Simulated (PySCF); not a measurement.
CH₃FO₃Si. Atoms are numbered in the order given.

```xyz
9

O      1.1898     1.6121     0.2427
C      1.5179     0.5786     0.7660
O      0.7874    -0.5378     0.7649
Si    -0.7102    -0.6434    -0.0449
O     -1.5065     0.7778     0.0235
F     -0.3337    -1.0603    -1.5585
H      2.4710     0.4398     1.3153
H     -1.4731    -1.7242     0.5846
H     -0.9250     1.5460    -0.0897
```

Geometry: ωB97X-D3(BJ)/def2-SVP. The structure was generated by enumeration; whether it is a known compound was not checked. One conformer was computed; it need not be the lowest.

Calculation: ωB97X-D3(BJ)/def2-SVP (PySCF).

Frequencies are harmonic and unscaled.

```csv
mode,ν (cm⁻¹),IR (km/mol),moving atoms (share of kinetic energy)
1,52,1.3,"O 64 %, F 33 %"
2,183,4.6,"C 31 %, H 30 %, F 18 %, O 17 %"
3,199,3.2,O 85 %
4,290,14.3,"O 55 %, F 17 %, Si 15 %, H 11 %"
5,320,32.4,"O 52 %, F 22 %, Si 13 %, H 11 %"
6,387,61.4,"Si 34 %, O 31 %, F 22 %, H 11 %"
7,525,152.4,"H 83 %, O 14 %"
8,715,45.2,"O 40 %, Si 29 %, C 14 %, H 12 %"
9,753,27.9,"O 49 %, H 42 %, C 9 %"
10,834,33.8,"H 47 %, O 38 %, C 10 %"
11,868,9.7,"H 73 %, F 20 %"
12,907,284.9,"Si 36 %, O 24 %, H 21 %, F 19 %"
13,948,270.1,"H 80 %, O 10 %"
14,1016,200.7,"Si 49 %, O 31 %, F 13 %"
15,1070,0.7,"H 57 %, C 38 %"
16,1276,469.0,"O 49 %, C 42 %"
17,1410,6.4,"H 86 %, O 8 %"
18,1853,329.8,"C 59 %, O 38 %"
19,2407,88.4,H 97 %
20,3106,48.4,"H 91 %, C 9 %"
21,3826,179.9,H 94 %
```
